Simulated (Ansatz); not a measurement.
Calculated with Ansatz (gas phase, PBE0-D4/def2-TZVP geometries, no zero-point term in ΔE). CBS: MP2 limit from def2 TZ/QZ plus the TZ coupled-cluster correction, frozen cores. This one scheme is used for every species. Functionals use def2-TZVPP. Each species was taken in one conformer, which may not be the lowest.

Consider the ligand exchange at the Si–F bond: `O[SiH2]F` + `[OH][AlH2]` → `O[SiH2][O][AlH2]` + H–F.

`O[SiH2]F`:

Z-matrix (Å, degrees):
```
Si
F 1 1.596
O 1 1.630 2 111.0
H 1 1.482 2 106.0 3 121.4
H 1 1.474 2 108.2 3 -116.3
H 3 0.958 1 119.1 2 71.8
```

`[OH][AlH2]`:

Cartesian coordinates in Å:
```
O -0.258 -0.697 0.963
Al 0.303 0.264 -0.316
H -1.178 -0.927 1.084
H -0.723 0.825 -1.386
H 1.856 0.535 -0.346
```

`O[SiH2][O][AlH2]`:

Cartesian coordinates in Å:
```
O -0.956 1.976 0.001
Si 0.382 1.112 0.401
O 0.267 -0.444 -0.031
Al 0.056 -2.002 -0.632
H -1.757 1.819 0.502
H 1.484 1.766 -0.339
H 0.601 1.156 1.871
H -1.410 -2.591 -0.657
H 1.334 -2.792 -1.116
```

H–F:

```xyz
2

F    -0.403   -0.075   -0.209
H     0.403    0.075    0.209
```

```csv
level,ΔE (kJ/mol)
PBE-D4,25.0
revPBE,30.4
HF/def2-TZVPP,22.5
CCSD/CBS(def2),19.4
```

(1) What does CCSD(T)/CBS give? (Estimate.)

Largest T1 diagnostic among the species: 0.012.

## Answers

(1) Ansatz gave: +19.2 kJ/mol. The listed levels differ from it by 5.8, 11.2, 3.3, 0.2 kJ/mol.

From r2SCAN to r2SCAN0 (25 % exact exchange), in def2-TZVPP and without D4, ΔE moves by −3.7 kJ/mol. In def2-TZVPP, CCSD(T) changes the Hartree–Fock value by −3.0 kJ/mol (the triples alone add −0.2 kJ/mol) and MP2 by −3.8 kJ/mol.
